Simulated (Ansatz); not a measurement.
A run on `[F][Hf]([F])([Cl])[I]` with other settings.

```yaml
crystal:
  periodic: [false, false, false]
  atoms:
    - {symbol: F, position_ang: [0.224749, -0.526341, 1.874102]}
    - {symbol: Hf, position_ang: [0.067530, -0.134308, 0.038732]}
    - {symbol: F, position_ang: [1.472088, -1.003028, -0.866548]}
    - {symbol: Cl, position_ang: [-1.968370, -0.944212, -0.746979]}
    - {symbol: I, position_ang: [0.253902, 2.534288, -0.340607]}
basis:
  gaussian: {orbitals: def2-TZVPD, fitting: {mean_field: def2-universal-jkfit}}
hamiltonian: {xc: {name: BHLYP}}
```

```sh
$ ansatz run in.yaml --threads 4 --pin off --events-out ev --progress --plain --max-ram 10444MiB
```

Output, abridged:

```
Functional definition: BHLYP
727 factors; integrals over basis functions are off by at most 1.6e0 eV
mean field evaluation 1: about -27365.1140 eV, gradient 5.5e1 eV
mean field evaluation 2: about -27356.1695 eV, gradient 9.6e1 eV
mean field evaluation 4: about -27370.0205 eV, gradient 2.3e0 eV
mean field evaluation 8: about -27370.0296 eV, gradient 4.1e-2 eV
mean field evaluation 16: about -27370.0296 eV, gradient 3.4e-5 eV
mean field -27370.02957875 eV, -1005.8300349465 hartree, gradient 3.4e-5 eV, S^2 0.000000; 0 other end points of the search recorded, 0 dependent functions left out
reference -27370.02978564 eV, -1005.8300425497 hartree; 36, 36 occupied and 192, 192 virtual orbitals, 727 factors
Total energy: -27370.02978564 eV, -1005.8300425497 hartree
```

It took 2.7 s on 4 threads of an AMD EPYC 7B13 on a shared host, with 0.43 GiB of host memory at the peak.
